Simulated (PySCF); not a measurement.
# Molecular orbitals of LaN

PBE0 at R = 1.799 Å; PySCF, spin-free X2C with a Gaussian nucleus, basis sets La x2c-TZVPall, N x2c-TZVPall. State: singlet, about 0.2 electrons in the 4f shell (Mulliken). Only the outer orbitals are listed, counted within each symmetry.

| orbital | occ. | ε (eV) | on La (%) | main shells (%) |
| --- | --- | --- | --- | --- |
| 11σ | 2 | -38.47 | 96 | 96 La s |
| 12σ | 2 | -23.56 | 73 | 72 La p, 22 N s |
| 6π | 2 | -21.26 | 99 | 99 La p |
| 6π | 2 | -21.26 | 99 | 99 La p |
| 13σ | 2 | -13.53 | 31 | 68 N s, 20 La p, 8 La d |
| 7π | 2 | -5.30 | 35 | 65 N p, 31 La d |
| 7π | 2 | -5.30 | 35 | 65 N p, 31 La d |
| 14σ | 2 | -4.43 | 49 | 46 N p, 32 La d, 12 La p |
| 15σ | 0 | -1.67 | 99 | 80 La s, 17 La p |
| 3δ | 0 | -0.29 | 100 | 100 La d |
| 3δ | 0 | -0.29 | 100 | 100 La d |

Problem. Which are the highest filled and the lowest empty level, where do they sit, and how wide is the gap?

Solution. Highest filled 14σ at -4.43 eV (in %: 46 N p, 32 La d, 12 La p); lowest empty 15σ at -1.67 eV (in %: 80 La s, 17 La p); the gap at PBE0 is 2.76 eV.

The bond order (Mayer) is 2.87. The ⟨S²⟩ is 0.000, the charge on La (Mulliken, basis-dependent) is 0.68 and the charge on La (Löwdin, basis-dependent) is 0.61. The dipole moment (positive dipole means La(−)N(+)) is -7.62 D. The polarisability along the bond is 93.7 bohr³. The polarisability across the bond is 36.2 bohr³.

Spin–orbit coupling is left out.
